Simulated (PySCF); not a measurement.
## Simulated absorption spectrum

Mo(NH)(OMe)4, C4H13MoNO4 (singlet state).
Structure used (PBE0-D3(BJ)/def2-SVP), in Å, numbered top down from 1:
```xyz
23
C4H13MoNO4 angstrom
Mo    -0.008   -0.013    0.008
N      0.042   -0.030    1.710
H      0.037   -0.029    2.725
O      1.709    0.579   -0.539
C      2.954    0.048   -0.223
H      2.967   -1.038   -0.437
H      3.190    0.188    0.849
H      3.736    0.539   -0.825
O     -0.597    1.725   -0.478
C     -0.033    2.966   -0.210
H     -0.161    3.244    0.853
H     -0.510    3.739   -0.836
H      1.050    2.944   -0.432
O     -1.754   -0.574   -0.472
C     -2.999   -0.015   -0.215
H     -2.963    1.077   -0.388
H     -3.307   -0.191    0.833
H     -3.756   -0.458   -0.884
O      0.558   -1.740   -0.531
C      0.037   -2.985   -0.200
H      0.216   -3.225    0.866
H      0.506   -3.766   -0.821
H     -1.056   -2.995   -0.375
```

Theory: TDDFT B3LYP/def2-SVPD, vertical, gas phase, core orbitals frozen in the response, def2 core potentials past Kr in PySCF 2.14.0, density-fitted response routines. Spin–orbit coupling is left out.

Computed states:

| state | E (eV) | f |
| --- | --- | --- |
| S1 | 3.42 | 0.012 |
| S2 | 3.43 | 0.013 |
| S3 | 3.79 | 0.028 |
| S4 | 3.80 | 0.027 |
| S5 | 3.94 | 0.0005 |
| S6 | 4.09 | 0.0001 |
| S7 | 4.62 | 0.0001 |
| S8 | 4.77 | 0.0001 |
| S9 | 4.88 | 0.0000 |

Broadening: Gaussians 0.4 eV wide at half height, area fixed by f = 4.319×10⁻⁹ ∫ε dν̃. The width is an assumption, not a result. The curve ends short of the highest state used, and states not computed would add to its high-energy end.

(1) Give the broadened spectrum and its maxima.

(2) Coming from long wavelengths, where does ε first pass 100 L mol⁻¹ cm⁻¹?

(3) Does any computed singlet lie in the visible range?

(4) On this curve, what absorbance would a 10⁻⁴ mol/L sample give at 405 nm over a 1 cm path?

Results:

(1) 
E (eV), ε (L mol⁻¹ cm⁻¹) and a bar:
```
     2.82          3 
     2.87          8 
     2.92         20 
     2.97         46 
     3.02         97 #
     3.07        187 #
     3.12        332 ##
     3.17        541 ####
     3.22        811 ######
     3.28       1187 #########
     3.33       1504 ###########
     3.38       1789 ##############
     3.43       2031 ###############
     3.48       2250 #################
     3.53       2490 ###################
     3.58       2793 #####################
     3.63       3162 ########################
     3.68       3545 ###########################
     3.73       3844 #############################
     3.78       3951 ##############################
     3.83       3796 #############################
     3.88       3382 ##########################
     3.93       2782 #####################
     3.98       2107 ################
     4.03       1469 ###########
     4.08        943 #######
     4.13        558 ####
     4.18        305 ##
     4.23        155 #
     4.28         74 #
```

Maxima: 328 nm (3.78 eV), ε about 4000, made up of S3 (48%) and S4 (47%) (ε in L mol⁻¹ cm⁻¹; maxima over ε = 5, shares over 10%).

(2) At about 410 nm (3.02 eV), 0.40 eV below S1.

(3) No computed singlet lies in the visible range (380 to 750 nm); the lowest, at 362 nm, stands 0.16 eV above its violet end (3.26 eV); a Tamm–Dancoff triplet lies at 396 nm, without intensity as long as spin–orbit coupling is left out.

(4) 405 nm is 3.061 eV, where ε is about 170 L mol⁻¹ cm⁻¹, so A = ε c l ≈ 0.017 (Beer–Lambert, with the gas-phase spectrum and the assumed width).

Hardware: one thread of an Arm Neoverse V1 (shared host). Cost: 2.7 min of wall time (with the writing of density and orbital grids), 1.6 GiB resident at most.
